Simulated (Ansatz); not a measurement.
**Two structures, one formula**

The two ends of one reaction step of C2H8Ge, closed shell (PBE0-D4/def2-TZVP).

A:

| atom | x (Å) | y (Å) | z (Å) |
| --- | --- | --- | --- |
| Ge1 | -0.6909 | -1.2061 | -0.8096 |
| C2 | 1.4070 | 1.7498 | 0.2712 |
| C3 | -1.7589 | -1.7659 | 0.4839 |
| H4 | 0.6962 | 1.3514 | 0.9952 |
| H5 | -1.1144 | -0.1510 | -1.8275 |
| H6 | 0.7252 | -1.7426 | -0.9981 |
| H7 | 1.9292 | 2.6020 | 0.7056 |
| H8 | 2.1309 | 0.9783 | 0.0086 |
| H9 | 0.8744 | 2.0714 | -0.6240 |
| H10 | -1.4394 | -2.5169 | 1.1945 |
| H11 | -2.7594 | -1.3702 | 0.6003 |

B:

Ge1  (-0.176, -0.191, -0.719)
C2  (1.241, 1.057, -0.212)
C3  (-1.081, -0.882, 0.870)
H4  (-1.526, -0.064, 1.438)
H5  (-1.197, 0.528, -1.626)
H6  (0.430, -1.362, -1.521)
H7  (0.823, 1.898, 0.343)
H8  (1.977, 0.557, 0.420)
H9  (1.750, 1.444, -1.096)
H10  (-0.370, -1.404, 1.513)
H11  (-1.872, -1.580, 0.591)
(Å)

Ansatz 0.2.0; basis: def2-TZVPP; cores frozen in the correlated methods. Filled d shells of the heavier atoms are correlated. The def2 sets are not built for correlating such inner shells, so the correlated values are less sure here. B3LYP uses VWN-RPA correlation.

(1) Which structure is lower at CCSD(T), and by how much? (Judge from chemistry; the value comes from the calculation.)

T1 diagnostic: at most 0.013. The restricted Hartree–Fock reference is unstable towards an unrestricted one at one or more of these structures.

Answers

(1) The calculation gives: B, by 193.2 kJ/mol (electronic energy, against the other). By their contacts, A is a complex of CH₄Ge ([CH2][GeH2]) + CH₄ and B is C₂H₈Ge ([CH3][GeH2][CH3]).

All methods give the same order:

```csv
method,E(B) − E(A) (kJ/mol)
SPW92,-206.9
PBE-D4,-186.5
BLYP-D4,-169.3
r2SCAN-D4,-197.2
B97M-V,-193.4
PBE0-D4,-204.9
B3LYP-D4,-186.0
r2SCAN0-D4,-209.6
BHLYP-D4,-205.1
CAM-B3LYP-D4,-199.3
wB97X-V,-211.0
wB97M-V,-201.9
B2PLYP,-188.0
PBE-QIDH,-213.5
RPA on PBE,-187.8
HF,-207.1
MP2,-201.2
CCSD,-199.2
CCSD(T),-193.2
```

Labels in which every atom is bracketed show which atoms are joined, not bond orders.

For scale, one of the runs: CCSD(T)/def2-TZVPP, 222 basis functions, launched by `ansatz run in.yaml --threads 4 --pin off --events-out ev --progress --plain --max-ram 9574MiB`. Hardware: 4 CPU threads of an Arm Neoverse V2, shared host. Wall time 89 s; peak host memory 3.5 GiB.
